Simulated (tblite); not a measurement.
Record of a relaxation.

B2FH6P.
SMILES with atom numbers: `[BH2:1][B@@H-:2]([F:3])[PH3+:4]` (hydrogens: H5, H6 on B1; H7 on B2; H8, H9, H10 on P4)

Computed with GFN2-xTB (tblite), gas phase: L-BFGS steps from a force-field or distance-geometry start until the largest atomic force falls under 0.01 eV/Å. 11 of its 66 geometries are shown.

Step 0: E = -346.8986 eV, largest atomic force 1.626 eV/Å
```
atom  x, y, z in Å  |  force x, y, z in eV/Å
B1      1.550    0.349    0.294    0.004   0.324  -0.029
B2      0.309   -0.652   -0.221    1.303  -0.587   0.775
F3      0.280   -1.839    0.642   -0.787   0.390  -0.515
P4     -1.342    0.265   -0.114    0.735  -0.749   0.272
H5      1.744    1.365   -0.269    0.219   0.074   0.145
H6      2.205    0.055    1.219    0.156   0.188  -0.121
H7      0.513   -0.984   -1.342   -0.250  -0.165  -0.340
H8     -2.367   -0.592   -0.534   -0.294   0.773   0.301
H9     -1.297    1.395   -0.927   -0.589  -0.272   0.427
H10    -1.586    0.644    1.230   -0.498   0.024  -0.914
```

Step 6: E = -347.3834 eV, largest atomic force 0.323 eV/Å
```
atom  x, y, z in Å  |  force x, y, z in eV/Å
B1      1.621    0.369    0.305    0.059  -0.121  -0.022
B2      0.456   -0.732   -0.221    0.052  -0.061   0.299
F3      0.157   -1.865    0.605    0.062   0.190  -0.254
P4     -1.256    0.190   -0.119   -0.085   0.090   0.055
H5      1.782    1.408   -0.240   -0.013  -0.174   0.158
H6      2.287    0.127    1.238    0.105   0.175  -0.056
H7      0.494   -1.032   -1.377    0.096  -0.199  -0.126
H8     -2.420   -0.458   -0.471   -0.136  -0.109  -0.047
H9     -1.417    1.341   -0.844   -0.108   0.184  -0.119
H10    -1.696    0.656    1.102   -0.032   0.025   0.112
```

Step 13: E = -347.4179 eV, largest atomic force 0.188 eV/Å
```
atom  x, y, z in Å  |  force x, y, z in eV/Å
B1      1.649    0.342    0.317    0.031   0.022   0.007
B2      0.485   -0.748   -0.223   -0.110  -0.030   0.150
F3      0.149   -1.868    0.571   -0.001   0.032   0.001
P4     -1.279    0.214   -0.127    0.037   0.016  -0.012
H5      1.782    1.384   -0.211   -0.035   0.013  -0.034
H6      2.349    0.172    1.239    0.050  -0.069   0.006
H7      0.521   -1.075   -1.375    0.065   0.007  -0.077
H8     -2.445   -0.456   -0.468    0.029  -0.012  -0.013
H9     -1.479    1.373   -0.850   -0.089   0.024   0.007
H10    -1.723    0.666    1.106    0.024  -0.003  -0.036
```

Step 20: E = -347.4307 eV, largest atomic force 0.168 eV/Å
```
atom  x, y, z in Å  |  force x, y, z in eV/Å
B1      1.667    0.328    0.331   -0.064   0.004   0.027
B2      0.484   -0.743   -0.189    0.013  -0.049  -0.160
F3      0.113   -1.861    0.582   -0.083   0.103  -0.002
P4     -1.282    0.240   -0.158   -0.050  -0.018   0.020
H5      1.756    1.367   -0.208    0.047   0.063   0.011
H6      2.414    0.139    1.209    0.091  -0.027   0.002
H7      0.582   -1.061   -1.353   -0.022   0.013   0.108
H8     -2.428   -0.473   -0.477    0.033  -0.028   0.015
H9     -1.582    1.402   -0.848    0.028  -0.022  -0.020
H10    -1.716    0.667    1.088    0.004  -0.039  -0.003
```

Step 26: E = -347.4513 eV, largest atomic force 0.267 eV/Å
```
atom  x, y, z in Å  |  force x, y, z in eV/Å
B1      1.696    0.317    0.352    0.080   0.047   0.022
B2      0.475   -0.701   -0.175   -0.029   0.241   0.112
F3     -0.061   -1.746    0.616    0.042  -0.098   0.014
P4     -1.297    0.262   -0.206    0.083  -0.031  -0.014
H5      1.763    1.384   -0.147    0.051  -0.032   0.082
H6      2.555    0.056    1.111   -0.097  -0.007  -0.088
H7      0.668   -1.046   -1.302   -0.078  -0.150  -0.077
H8     -2.382   -0.552   -0.479    0.030   0.001  -0.022
H9     -1.709    1.410   -0.861   -0.079   0.042  -0.023
H10    -1.699    0.620    1.068   -0.003  -0.012  -0.007
```

Step 32: E = -347.4628 eV, largest atomic force 0.170 eV/Å
```
atom  x, y, z in Å  |  force x, y, z in eV/Å
B1      1.709    0.325    0.351    0.065   0.019   0.020
B2      0.457   -0.652   -0.170    0.034  -0.147   0.078
F3     -0.101   -1.702    0.633    0.049   0.117   0.028
P4     -1.294    0.269   -0.225   -0.067   0.049  -0.017
H5      1.796    1.409   -0.099    0.033   0.017   0.021
H6      2.584    0.008    1.064   -0.059  -0.030  -0.024
H7      0.655   -1.071   -1.273   -0.010   0.001  -0.112
H8     -2.345   -0.586   -0.491    0.001  -0.022  -0.041
H9     -1.763    1.409   -0.869   -0.022  -0.032   0.025
H10    -1.689    0.594    1.057   -0.025   0.027   0.023
```

Step 39: E = -347.4737 eV, largest atomic force 0.111 eV/Å
```
atom  x, y, z in Å  |  force x, y, z in eV/Å
B1      1.739    0.328    0.341    0.002  -0.025  -0.011
B2      0.473   -0.641   -0.172   -0.033   0.005  -0.021
F3     -0.105   -1.627    0.687    0.043   0.089  -0.050
P4     -1.309    0.293   -0.247    0.024  -0.030   0.018
H5      1.850    1.438   -0.031   -0.012  -0.021  -0.012
H6      2.608   -0.059    1.020    0.038  -0.022   0.037
H7      0.629   -1.100   -1.272   -0.001   0.021   0.041
H8     -2.305   -0.620   -0.526   -0.019   0.011   0.025
H9     -1.866    1.408   -0.867    0.000  -0.010  -0.007
H10    -1.705    0.584    1.044   -0.040  -0.017  -0.019
```

Step 46: E = -347.4754 eV, largest atomic force 0.032 eV/Å
```
atom  x, y, z in Å  |  force x, y, z in eV/Å
B1      1.750    0.324    0.341   -0.008   0.002  -0.009
B2      0.474   -0.627   -0.176   -0.011  -0.014   0.006
F3     -0.104   -1.600    0.695   -0.002  -0.002  -0.009
P4     -1.312    0.295   -0.250    0.005  -0.012   0.015
H5      1.860    1.437   -0.021    0.031   0.004  -0.004
H6      2.618   -0.078    1.015    0.009   0.001   0.003
H7      0.626   -1.099   -1.269    0.002   0.020   0.007
H8     -2.302   -0.626   -0.526   -0.006  -0.010   0.000
H9     -1.884    1.402   -0.870   -0.005   0.009  -0.018
H10    -1.719    0.577    1.039   -0.016   0.002   0.009
```

Step 52: E = -347.4765 eV, largest atomic force 0.041 eV/Å
```
atom  x, y, z in Å  |  force x, y, z in eV/Å
B1      1.759    0.326    0.339   -0.001  -0.011   0.026
B2      0.471   -0.617   -0.169    0.001   0.030  -0.017
F3     -0.096   -1.600    0.693   -0.007  -0.020   0.012
P4     -1.321    0.293   -0.241   -0.012   0.005  -0.002
H5      1.895    1.433   -0.031    0.005  -0.012  -0.008
H6      2.619   -0.090    1.017   -0.005   0.010  -0.015
H7      0.623   -1.075   -1.268    0.001   0.001   0.000
H8     -2.305   -0.634   -0.522    0.016  -0.002  -0.017
H9     -1.887    1.394   -0.883    0.001  -0.027   0.031
H10    -1.748    0.575    1.042    0.000   0.026  -0.010
```

Step 58: E = -347.4771 eV, largest atomic force 0.012 eV/Å
```
atom  x, y, z in Å  |  force x, y, z in eV/Å
B1      1.762    0.325    0.343   -0.001   0.002  -0.012
B2      0.468   -0.606   -0.163   -0.002  -0.005   0.008
F3     -0.099   -1.598    0.694   -0.003   0.006  -0.007
P4     -1.326    0.293   -0.239    0.003   0.001   0.004
H5      1.913    1.427   -0.036   -0.003  -0.004   0.001
H6      2.625   -0.101    1.011    0.004   0.002   0.008
H7      0.626   -1.060   -1.263   -0.003  -0.001  -0.004
H8     -2.299   -0.643   -0.526    0.009  -0.004  -0.002
H9     -1.900    1.386   -0.883    0.000   0.000   0.001
H10    -1.762    0.580    1.040   -0.004   0.003   0.003
```

Step 65: E = -347.4772 eV, largest atomic force 0.009 eV/Å
```
atom  x, y, z in Å  |  force x, y, z in eV/Å
B1      1.764    0.323    0.342    0.005  -0.001   0.007
B2      0.468   -0.606   -0.163    0.001  -0.002  -0.004
F3     -0.100   -1.598    0.692   -0.001   0.002   0.001
P4     -1.325    0.296   -0.235    0.000  -0.005   0.001
H5      1.915    1.424   -0.040    0.000   0.000  -0.003
H6      2.625   -0.099    1.014   -0.004   0.002  -0.003
H7      0.622   -1.057   -1.265   -0.004   0.003   0.003
H8     -2.291   -0.646   -0.526    0.001  -0.001   0.000
H9     -1.901    1.385   -0.883   -0.001   0.004  -0.003
H10    -1.769    0.582    1.041    0.003  -0.002   0.001
```

Q: Summarise the path.

A: The energy falls by 55.83 kJ/mol from step 0 to step 65; nine tenths of that is first reached at step 14. It falls at every step. The largest force goes from 1.626 to 0.009 eV/Å. Among the bonds B2–P4 changes most, from 1.892 to 2.008 Å; the atoms move by 0.331 Å rms after alignment.

Q: Follow the three bonds and two angles with the largest change from start to end.

A: 
| step | E above end (kJ/mol) | largest force (eV/Å) | B2–P4 (Å) | B2–F3 (Å) | P4–H10 (Å) | B2–P4–H9 (°) | F3–B2–P4 (°) |
| --- | --- | --- | --- | --- | --- | --- | --- |
| 0 | 55.83 | 1.626 | 1.892 | 1.468 | 1.418 | 109.4 | 110.0 |
| 3 | 17.82 | 0.824 | 1.929 | 1.392 | 1.381 | 115.6 | 101.6 |
| 6 | 9.05 | 0.323 | 1.948 | 1.434 | 1.379 | 118.2 | 99.2 |
| 8 | 7.17 | 0.298 | 1.964 | 1.418 | 1.379 | 119.0 | 99.5 |
| 11 | 5.97 | 0.109 | 2.001 | 1.411 | 1.387 | 119.6 | 98.6 |
| 14 | 5.50 | 0.247 | 2.018 | 1.413 | 1.386 | 121.1 | 98.2 |
| 17 | 4.97 | 0.113 | 2.025 | 1.405 | 1.386 | 124.0 | 98.9 |
| 20 | 4.49 | 0.168 | 2.022 | 1.408 | 1.386 | 126.1 | 98.4 |
| 23 | 3.90 | 0.233 | 2.028 | 1.410 | 1.384 | 128.4 | 96.4 |
| 25 | 2.95 | 0.333 | 2.027 | 1.412 | 1.382 | 131.3 | 93.0 |
| 28 | 2.05 | 0.158 | 1.999 | 1.424 | 1.384 | 131.7 | 91.2 |
| 31 | 1.57 | 0.184 | 1.978 | 1.435 | 1.381 | 132.5 | 91.3 |
| 34 | 1.03 | 0.172 | 1.994 | 1.425 | 1.379 | 136.1 | 89.7 |
| 37 | 0.55 | 0.153 | 2.018 | 1.422 | 1.381 | 138.5 | 89.1 |
| 40 | 0.29 | 0.094 | 2.008 | 1.431 | 1.381 | 137.6 | 89.0 |
| 42 | 0.22 | 0.047 | 2.006 | 1.428 | 1.381 | 137.7 | 88.6 |
| 45 | 0.18 | 0.030 | 2.011 | 1.427 | 1.380 | 138.2 | 88.5 |
| 48 | 0.14 | 0.053 | 2.012 | 1.429 | 1.380 | 137.9 | 88.8 |
| 51 | 0.08 | 0.043 | 2.011 | 1.427 | 1.381 | 137.3 | 88.9 |
| 54 | 0.03 | 0.038 | 2.010 | 1.426 | 1.381 | 137.6 | 88.8 |
| 57 | 0.01 | 0.011 | 2.008 | 1.428 | 1.381 | 137.5 | 88.8 |
| 59 | 0.01 | 0.013 | 2.008 | 1.428 | 1.381 | 137.4 | 88.8 |
| 62 | 0.00 | 0.010 | 2.008 | 1.428 | 1.381 | 137.4 | 88.7 |
| 65 | 0.00 | 0.009 | 2.008 | 1.428 | 1.381 | 137.5 | 88.8 |

What follows is the cost of the whole relaxation. On an Arm Neoverse V1 with one thread, shared host with 32 logical CPUs at a one-minute load of 25, this took 0.25 s wall.
